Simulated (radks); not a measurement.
Results of a calculation; reference values are marked as such.
Task: The table gives one normalised radial function P(r) = r R(r) of W72+ in [He] (r in bohr). Code: a radial shooting solver on a logarithmic mesh with Libxc functionals. Model: scalar-relativistic Kohn-Sham, PBEsol, spin-unpolarised, spherical densities, finite nucleus; Fermi nuclear charge, rms radius 5.3658 fm.

| r | P |
|---|---|
| 0.001142 | 2.0127 |
| 0.001329 | 2.2564 |
| 0.001535 | 2.5091 |
| 0.001787 | 2.7993 |
| 0.002064 | 3.0964 |
| 0.002403 | 3.4323 |
| 0.002775 | 3.7698 |
| 0.00323 | 4.1429 |
| 0.003761 | 4.5279 |
| 0.004343 | 4.8964 |
| 0.005056 | 5.2798 |
| 0.005839 | 5.6258 |
| 0.006798 | 5.9574 |
| 0.007851 | 6.2230 |
| 0.00914 | 6.4318 |
| 0.01064 | 6.5450 |
| 0.01229 | 6.5444 |
| 0.01431 | 6.4116 |
| 0.01652 | 6.1494 |
| 0.01923 | 5.7253 |
| 0.02221 | 5.1924 |
| 0.02586 | 4.5144 |
| 0.0301 | 3.7567 |
| 0.03477 | 3.0118 |
| 0.04047 | 2.2519 |
| 0.04674 | 1.6052 |
| 0.05441 | 1.0394 |
| 0.06284 | 0.6326 |
| 0.07316 | 0.3375 |

Which n and l does it have? It may be an empty orbital.

Result: n = 1, l = 0: the number of nodes gives n - l - 1 = 0, the rise at small r (about r^(l+1), flatter next to the nucleus through relativity) gives l, and the extent must fit the shell. The curve is that of 1s. 1s: eigenvalue -78910 eV, 0 radial nodes, <r> = 0.0183 bohr, 90 % of the charge inside 0.0332 bohr.
